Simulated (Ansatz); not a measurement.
`OCCOCCO`. Charge 0, multiplicity 1. All single points use the PBE0-D4/def2-TZVP geometry. It is one conformer, not always the lowest.

```xyz
17

O     0.976    1.453    2.433
C    -0.189    1.424    1.645
C    -0.476    0.027    1.143
O     0.649   -0.485    0.441
C     0.716   -0.139   -0.923
C     0.063   -1.161   -1.820
O    -1.341   -1.083   -1.670
H     1.616    0.890    1.983
H    -1.019    1.768    2.267
H    -0.104    2.121    0.797
H    -1.373    0.001    0.518
H    -0.622   -0.643    1.994
H     1.776   -0.079   -1.186
H     0.270    0.847   -1.107
H     0.361   -0.951   -2.858
H     0.438   -2.156   -1.548
H    -1.742   -1.835   -2.111
```

What is the dipole moment at r2SCAN/def2-TZVPP? (Estimate.)

Ansatz gave: 3.39 D, with components (-0.63, -1.59, -2.93) D in this frame, pointing from negative to positive charge.

And with PBE, B3LYP, ωB97M-V? (An estimate is asked.)

Ansatz gave: PBE 3.33 D, B3LYP 3.46 D, ωB97M-V 3.48 D.

Give the Mulliken charges with r2SCAN, B3LYP, PBE in def2-TZVPP. (Best estimate.)

The calculation gave: 
```json
{"atom": "O1", "r2SCAN": "-0.38", "B3LYP": "-0.36", "PBE": "-0.33"}
{"atom": "C2", "r2SCAN": "0.15", "B3LYP": "0.06", "PBE": "0.04"}
{"atom": "C3", "r2SCAN": "0.09", "B3LYP": "0.01", "PBE": "-0.01"}
{"atom": "O4", "r2SCAN": "-0.37", "B3LYP": "-0.36", "PBE": "-0.29"}
{"atom": "C5", "r2SCAN": "0.13", "B3LYP": "0.05", "PBE": "0.03"}
{"atom": "C6", "r2SCAN": "0.09", "B3LYP": "0.00", "PBE": "-0.03"}
{"atom": "O7", "r2SCAN": "-0.36", "B3LYP": "-0.34", "PBE": "-0.30"}
{"atom": "H8", "r2SCAN": "0.20", "B3LYP": "0.19", "PBE": "0.18"}
{"atom": "H9", "r2SCAN": "0.02", "B3LYP": "0.07", "PBE": "0.06"}
{"atom": "H10", "r2SCAN": "0.02", "B3LYP": "0.05", "PBE": "0.05"}
{"atom": "H11", "r2SCAN": "0.04", "B3LYP": "0.07", "PBE": "0.06"}
{"atom": "H12", "r2SCAN": "0.04", "B3LYP": "0.09", "PBE": "0.08"}
{"atom": "H13", "r2SCAN": "0.04", "B3LYP": "0.08", "PBE": "0.08"}
{"atom": "H14", "r2SCAN": "0.03", "B3LYP": "0.06", "PBE": "0.05"}
{"atom": "H15", "r2SCAN": "0.03", "B3LYP": "0.07", "PBE": "0.07"}
{"atom": "H16", "r2SCAN": "0.04", "B3LYP": "0.08", "PBE": "0.07"}
{"atom": "H17", "r2SCAN": "0.19", "B3LYP": "0.18", "PBE": "0.18"}
```

B3LYP here is the variant with VWN-RPA as its local correlation; programs differ in this.
